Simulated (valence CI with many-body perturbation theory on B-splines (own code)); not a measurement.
The numbers below are computed, except where a source is named.
## Au³⁹⁺: what each term of the Hamiltonian does

Level of theory: configuration interaction combined with many-body perturbation theory (CI+MBPT): four valence electrons over a frozen Dirac-Fock core [Kr], radial functions for each j: 9 s, 9 p, 10 d, 8 f, 5 g, 3 h, 1 i, with the one-electron correlation potential Σ1, the two-electron term Σ2, the three-electron term Σ3, Breit, model QED; selected CI, second order for the rest (own B-spline code, finite nucleus).

The last digits are not significant, and no measured levels were compared; by estimate large intervals hold to a few tenths of a per cent, small ones and those within an open d or f shell to about a per cent. Only levels of the ground parity were solved; by the run's estimate the other parity begins above the list, which can be wrong where configurations are misplaced.

Each rung adds one term. CI alone is the Dirac-Coulomb CI over the frozen core; QED comes last and gives the full result, which names the levels. Energies are above (4d3/2^4) J=0 on the same rung, in cm⁻¹.

Levels are named by their leading jj configuration (3d3/2^4 stands for four electrons in 3d with j = 3/2), which in mixed levels can hold well under half, so a name can repeat and another be missing. Letters in brackets count levels of one name in rising energy.

| Level | CI alone | + Σ1 | + Σ2 | + Σ3 | + Breit | Full |
| --- | --- | --- | --- | --- | --- | --- |
| (4d3/2^3 4d5/2) J=1 | 178054 | 178938 | 179352 | 180082 | 175969 | 176512 |
| (4d3/2^3 4d5/2) J=4 | 227178 | 228103 | 225552 | 225271 | 219846 | 220389 |
| (4d3/2^3 4d5/2) J=2 | 230617 | 231574 | 230072 | 230225 | 225348 | 225922 |
| (4d3/2^3 4d5/2) J=3 | 243969 | 244920 | 242306 | 241992 | 237066 | 237629 |
| (4d3/2^2 4d5/2^2) J=0 [a] | 387681 | 389448 | 390816 | 390843 | 382928 | 384005 |
| (4d3/2^2 4d5/2^2) J=2 [a] | 392019 | 393751 | 393485 | 394027 | 385970 | 387023 |
| (4d3/2^2 4d5/2^2) J=4 [a] | 402908 | 404714 | 403455 | 403896 | 394604 | 395691 |
| (4d3/2^2 4d5/2^2) J=3 [a] | 407187 | 408978 | 407462 | 407585 | 398856 | 399939 |
| (4d3/2^2 4d5/2^2) J=5 | 426997 | 428816 | 425307 | 425199 | 415307 | 416386 |
| (4d3/2^2 4d5/2^2) J=6 | 441453 | 443293 | 438597 | 438517 | 427728 | 428810 |
| (4d3/2^2 4d5/2^2) J=1 | 435971 | 437786 | 436528 | 436439 | 427939 | 429031 |
| (4d3/2^2 4d5/2^2) J=3 [b] | 452030 | 453818 | 450474 | 449915 | 440909 | 441981 |
| (4d3/2^2 4d5/2^2) J=4 [b] | 456247 | 458076 | 454613 | 453437 | 443720 | 444808 |
| (4d3/2^2 4d5/2^2) J=2 [b] | 458190 | 460005 | 457320 | 456899 | 447876 | 448965 |
| (4d3/2^2 4d5/2^2) J=2 [c] | 498094 | 499899 | 499678 | 498765 | 490321 | 491410 |
| (4d3/2^2 4d5/2^2) J=4 [c] | 518251 | 520101 | 515785 | 514767 | 505560 | 506662 |
| (4d3/2^2 4d5/2^2) J=2 [d] | 557451 | 559319 | 555846 | 554034 | 545421 | 546537 |
| (4d3/2^2 4d5/2^2) J=0 [b] | 604107 | 606074 | 605386 | 603612 | 595036 | 596220 |
| (4d3/2 4d5/2^3) J=4 [a] | 614443 | 617086 | 616872 | 616614 | 603717 | 605323 |
| (4d3/2 4d5/2^3) J=3 [a] | 616663 | 619310 | 619645 | 619347 | 606873 | 608483 |
| (4d3/2 4d5/2^3) J=1 [a] | 632848 | 635487 | 636452 | 635679 | 623635 | 625244 |
| (4d3/2 4d5/2^3) J=5 | 642946 | 645648 | 643475 | 643009 | 629069 | 630696 |
| (4d3/2 4d5/2^3) J=6 | 648764 | 651481 | 648136 | 647847 | 633266 | 634889 |
| (4d3/2 4d5/2^3) J=2 [a] | 666008 | 668675 | 668338 | 667815 | 655154 | 656772 |
| (4d3/2 4d5/2^3) J=3 [b] | 675808 | 678487 | 676684 | 675315 | 662262 | 663881 |
| (4d3/2 4d5/2^3) J=0 | 705163 | 707767 | 704728 | 700833 | 688660 | 690235 |
| (4d3/2 4d5/2^3) J=1 [b] | 721470 | 724147 | 722641 | 721108 | 709188 | 710807 |
| (4d3/2 4d5/2^3) J=3 [c] | 723783 | 726483 | 724286 | 722647 | 709951 | 711578 |
| (4d3/2 4d5/2^3) J=4 [b] | 729446 | 732135 | 730012 | 728272 | 715131 | 716748 |
| (4d3/2 4d5/2^3) J=2 [b] | 741125 | 743798 | 740771 | 738422 | 725981 | 727592 |
| (4d5/2^4) J=4 | 856531 | 860071 | 862152 | 860936 | 844008 | 846169 |

How does the ionisation energy move along the ladder, and which term matters most?

CI alone 1842.4, + Σ1 1845.3, + Σ2 1847.7, + Σ3 1847.7, + Breit 1846.4, + QED 1846.5 eV. The largest step is Σ1, 2.8 eV. NIST lists 1845 ± 4 eV (theoretical).
